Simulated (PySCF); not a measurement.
## Electronic absorption of C8H14

Compound: C8H14.
Geometry (PBE0-D3(BJ)/def2-SVP, Å), atoms numbered from 1 in this order:
```xyz
22
C8H14 angstrom
C      3.2889   -0.0972    0.3095
C      2.0854    0.2552    0.7627
C      0.7840    0.0128    0.0631
C      0.0726    1.3319   -0.2657
C     -1.2729    1.1029   -0.9449
C     -2.1738    0.1981   -0.1118
C     -1.4808   -1.1201    0.2146
C     -0.1353   -0.8919    0.8943
H      3.4068   -0.6107   -0.6507
H      4.2001    0.1122    0.8762
H      2.0112    0.7690    1.7315
H      0.9964   -0.5050   -0.8911
H     -0.0822    1.8943    0.6741
H      0.7263    1.9564   -0.8956
H     -1.7683    2.0680   -1.1395
H     -1.1048    0.6370   -1.9329
H     -2.4329    0.7140    0.8309
H     -3.1258    0.0140   -0.6357
H     -2.1252   -1.7484    0.8508
H     -1.3220   -1.6878   -0.7203
H      0.3703   -1.8511    1.0903
H     -0.2984   -0.4197    1.8811
```

The calculation used PySCF, TDDFT wB97X-D/def2-SVPD, vertical, gas phase, core orbitals frozen in the response.

Predict the UV-vis stick spectrum at this level.

```json
{"state": "S1", "E (eV)": "7.38", "ν̃ (cm⁻¹)": "59540", "f": "0.508", "main configurations (H = HOMO, L = LUMO)": "H→L (96%)"}
{"state": "S2", "E (eV)": "7.53", "ν̃ (cm⁻¹)": "60710", "f": "0.066", "main configurations (H = HOMO, L = LUMO)": "H→L+3 (52%), H→L+1 (40%)"}
{"state": "S3", "E (eV)": "7.82", "ν̃ (cm⁻¹)": "63030", "f": "0.0004", "main configurations (H = HOMO, L = LUMO)": "H→L+2 (74%), H→L+6 (12%)"}
{"state": "S4", "E (eV)": "7.90", "ν̃ (cm⁻¹)": "63740", "f": "0.0022", "main configurations (H = HOMO, L = LUMO)": "H-1→L (54%), H-6→L (19%), H-4→L (9%)"}
{"state": "S5", "E (eV)": "8.42", "ν̃ (cm⁻¹)": "67930", "f": "0.0033", "main configurations (H = HOMO, L = LUMO)": "H→L+1 (36%), H→L+5 (20%), H→L+3 (18%)"}
{"state": "S6", "E (eV)": "8.45", "ν̃ (cm⁻¹)": "68120", "f": "0.0030", "main configurations (H = HOMO, L = LUMO)": "H-4→L (38%), H-3→L (29%), H-1→L (20%)"}
{"state": "S7", "E (eV)": "8.71", "ν̃ (cm⁻¹)": "70210", "f": "0.0010", "main configurations (H = HOMO, L = LUMO)": "H→L+4 (61%), H-1→L+1 (20%), H→L+7 (9%)"}
{"state": "S8", "E (eV)": "8.85", "ν̃ (cm⁻¹)": "71350", "f": "0.011", "main configurations (H = HOMO, L = LUMO)": "H-2→L (85%)"}
{"state": "S9", "E (eV)": "8.92", "ν̃ (cm⁻¹)": "71930", "f": "0.0048", "main configurations (H = HOMO, L = LUMO)": "H→L+5 (25%), H-2→L+1 (20%), H→L+8 (15%)"}
{"state": "S10", "E (eV)": "8.92", "ν̃ (cm⁻¹)": "71940", "f": "0.010", "main configurations (H = HOMO, L = LUMO)": "H-1→L+1 (49%), H→L+4 (13%)"}
```

Triplets, Tamm–Dancoff:

| state | E (eV) | λ (nm) | main configurations (H = HOMO, L = LUMO) |
| --- | --- | --- | --- |
| T1 | 4.52 | 274.4 | H→L (89%) |
| T2 | 7.48 | 165.7 | H-1→L (32%), H-6→L (18%), H→L+3 (17%) |
| T3 | 7.53 | 164.6 | H→L+3 (34%), H→L+1 (26%), H-1→L (17%) |
| T4 | 7.78 | 159.3 | H→L+2 (78%), H→L+6 (13%) |

The lowest singlet lies at 7.38 eV (168 nm, vacuum ultraviolet) and is strong; its leading configuration is HOMO→LUMO (96%). The lowest level is also the most intense of those listed (f = 0.508). S9/S10 lie within about 0.01 eV of each other. Löwdin shares by element: HOMO carbon 79% or more (atoms not listed hold the other 21%); LUMO carbon 68% or more, hydrogen 12% or more (atoms not listed hold the other 19%). Orbital energies (eV): HOMO-3 -10.77, HOMO-2 -10.51, HOMO-1 -10.35, HOMO -9.15, LUMO 2.19, LUMO+1 2.45, LUMO+2 2.71. The listed states span 1.54 eV, and the widest gap between neighbours is 0.52 eV (S4 to S5). Of the 10 states listed, 4 reach f = 0.01 and 1 stays under 0.0005. The vertical ionisation energy (ΔSCF) is 9.33 eV, 0.41 eV above S10. The window holds the lowest 10 singlets.

One conformer stands for the species.
